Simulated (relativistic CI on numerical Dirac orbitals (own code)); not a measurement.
# Ti⁷⁺: sensitivity of the levels to the model

Base calculation: Dirac-Coulomb-Breit CI, separate exchange-only KLI orbitals for each configuration, model QED (radiative potential, 1s self-energy scaled to tabulated hydrogen-like ionisation energies), unscaled Slater integrals.

CI space (outside the closed core [Ne]): 3s2.3p3, 3s.3p4, 3s2.3p2.3d, 3p5, 3s.3p3.3d, 3p4.3d, 3s.3p2.3d2, 3s2.3p2.4s, 3s2.3p2.4p, 3s2.3p.3d.4p, 3p4.4s, 3s2.3p2.4d, 3p4.4p, 3s2.3p.3d2, 3s2.3d3, 3s.3p.3d3, 3s2.3d2.4s, 3s2.3d2.4p, 3s2.3d2.4d, 3p3.3d2, 3p2.3d3, 3p2.3d2.4s, 3p2.3d2.4p, 3p2.3d2.4d, 3s2.3p.3d.4s, 3s.3p.3d2.4s, 3s2.3d.4s2, 3s2.3d.4s.4p, 3s2.3d.4s.4d. Double excitations out of closed p, d and f shells are left out; levels of such configurations are missing from the list, as are those of other unlisted configurations, and high levels can miss mixing partners.

Variants: (1) configuration mixing switched off; (2) QED terms removed. Shifts of the energy above 3s2.3p3 4S°_3/2, in cm⁻¹, for the lowest level and the first level of each name with at least 55 % of one term (blank where a level changes its place among those of its configuration and J or its character, or is not in the variant):

```tsv
Level	Base	Δ(1)	Δ(2)	Measured
3s2.3p3 4S°_3/2	0	0	0	0
3s2.3p3 2D°_3/2	35864	+1948	+4	
3s2.3p3 2D°_5/2	36901	+1823	-2	
3s2.3p3 2P°_1/2	58147	+6197	+4	
3s2.3p3 2P°_3/2	59519	+6138	-2	
3s.3p4 4P_5/2	193928	+12247	+240	194475
3s.3p4 4P_3/2	197498	+12502	+231	198098
3s.3p4 4P_1/2	199347	+12663	+226	199954
3s.3p4 2D_3/2	243524	+37646	+206	
3s.3p4 2D_5/2	243979	+37475	+204	
3s.3p4 2S_1/2	296244	+23328	+201	
3s2.3p2.3d 4F_3/2	312129		+8	
3s2.3p2.3d 4F_5/2	313456	-6542	+5	
3s2.3p2.3d 4F_7/2	315403	-6466	-1
```

At this charge configurations can still be misplaced by up to about 7 % of their energy. 9 of the 9 excited levels that our extract of the measured tables holds in this range could be paired (the sources list more); they are missed by 8622 cm⁻¹ on average and 15911 at most, and levels without a partner can miss by more. Some levels of the ground configuration have no partner and can miss by 10 % or more.

Measured levels: Corliss and Sugar, J. Phys. Chem. Ref. Data 8, 1 (1979).

Ionisation energy from the two ground configurations alone: base 167.836 eV. The NIST ASD value (semi-empirical) is 170.5 eV.

LS names give the leading component of a level, which can be under half, so a name can repeat, a term be missing and a line seem to break the LS rules.
